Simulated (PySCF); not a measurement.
Do core-level shifts follow atomic charges?

C6H4Se.
Cartesian coordinates in Å at the PBE0-D3(BJ)/def2-SVP level; atoms count from 1:
```
atom  x, y, z in Å
C1     3.1136    0.6081    0.1190
C2     1.9109    0.4518    0.0465
C3     0.5120    0.2876   -0.0360
C4    -0.2021   -0.8832   -0.1684
C5    -1.6134   -0.7244   -0.2244
C6    -2.0481    0.5702   -0.1385
Se7   -0.6446    1.7618    0.0296
H8     4.1776    0.7417    0.1824
H9     0.2979   -1.8514   -0.2241
H10   -2.2996   -1.5673   -0.3280
H11   -3.0796    0.9210   -0.1605
```

Binding energies: delta-SCF UKS SCAN, pcX-2 on the ionised atom, pcseg-1 elsewhere, spin-free X2C (PySCF). Charges: PBE0/pcSseg-1 ground-state density, for the ionised atom.

```json
{"atom": "C1", "environment": "terminal alkyne carbon", "C 1s (eV)": "289.92", "Mulliken (e)": "-0.381", "IAO (e)": "-0.228", "Hirshfeld (e)": "-0.107", "ESP (e)": "-0.467"}
{"atom": "C4", "environment": "aromatic CH carbon", "C 1s (eV)": "290.31", "Mulliken (e)": "-0.003", "IAO (e)": "-0.159", "Hirshfeld (e)": "-0.060", "ESP (e)": "-0.105"}
{"atom": "C5", "environment": "aromatic CH carbon", "C 1s (eV)": "290.43", "Mulliken (e)": "-0.056", "IAO (e)": "-0.175", "Hirshfeld (e)": "-0.071", "ESP (e)": "-0.151"}
{"atom": "C6", "environment": "aromatic CH carbon", "C 1s (eV)": "290.49", "Mulliken (e)": "-0.247", "IAO (e)": "-0.339", "Hirshfeld (e)": "-0.093", "ESP (e)": "-0.349"}
{"atom": "C2", "environment": "alkyne carbon", "C 1s (eV)": "290.73", "Mulliken (e)": "+0.544", "IAO (e)": "-0.031", "Hirshfeld (e)": "-0.062", "ESP (e)": "+0.160"}
{"atom": "C3", "environment": "substituted aromatic carbon", "C 1s (eV)": "291.22", "Mulliken (e)": "-0.522", "IAO (e)": "-0.190", "Hirshfeld (e)": "-0.042", "ESP (e)": "-0.153"}
```

Q: Give the correlation coefficient and slope of binding energy on charge for each scheme.

A: Hirshfeld: r = 0.82, slope 14.9 eV per e; ESP: r = 0.53, slope 1.1 eV per e; IAO: r = 0.25, slope 1.1 eV per e; Mulliken: r = -0.01, slope 0.0 eV per e. Hirshfeld charges have the highest r, on only 6 points.

Q: The point-charge model writes a binding energy as kq + V + constant, with V the potential of the other atoms' charges at the site. What does it give with the IAO charges?

A: V = Σ 14.40 eV Å × q/r over all other atoms: +2.21 eV at C1, -0.06 eV at C4, -0.03 eV at C5, +3.15 eV at C6, -2.25 eV at C2, +0.28 eV at C3. Fitting binding energy − V to q gives k = 19.6 eV per e and leaves an rms residual of 0.75 eV, against 0.39 eV for the fit on q alone. The model has no term for differences in relaxation between sites.

The unrestricted hole states depart most from a pure doublet (⟨S²⟩ = 0.75; over 0.85 named) for C 1s of C1 (0.85) and C 1s of C2 (0.92), which makes these values less certain. Geometry: PBE0-D3(BJ)/def2-SVP; no solvent, vibrations or thermal averaging.
